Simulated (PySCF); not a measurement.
Electronic structure of Mg+ (magnesium, charge +1) at the PBE0 level

Configuration: [Ne] 3p1, 2P determinant (an excited configuration). All numbers are calculated (PySCF 2.14, scalar relativity by spin-free X2C-1e, in dyall-av3z (20s13p6d4f, 117 functions)).

```json
{
  "Total energy": "-199.8517 hartree",
  "One-electron energy": "-275.2792 hartree",
  "Hartree (Coulomb) energy": "91.6109 hartree",
  "Exchange-correlation energy": "-16.1834 hartree",
  "⟨S²⟩": "0.7500",
  "⟨L²⟩": "2.004",
  "Sum of ⟨r⟩": "9.151 bohr",
  "Sum of ⟨r²⟩": "18.07 bohr²",
  "Traceless quadrupole moment −½Σ⟨3z² − r²⟩ along its main axis": "-5.53 e·bohr²",
  "Langevin diamagnetic susceptibility": "-14.3 ×10⁻⁶ cm³/mol"
}
```

| shell | electrons | mean orbital energy (hartree) | spread (hartree) | rms radius, mean of both spins (bohr) |
| --- | --- | --- | --- | --- |
| 1s α | 1 | -47.38937 | 0 | 0.151 |
| 1s β | 1 | -47.38712 | 0 | 0.151 |
| 2s α | 1 | -3.54839 | 0 | 0.761 |
| 2s β | 1 | -3.54501 | 0 | 0.761 |
| 2p α | 3 | -2.25986 | 0.00127 | 0.774 |
| 2p β | 3 | -2.25511 | 0.01054 | 0.774 |
| 3p α | 1 | -0.33272 | 0 | 3.64 |
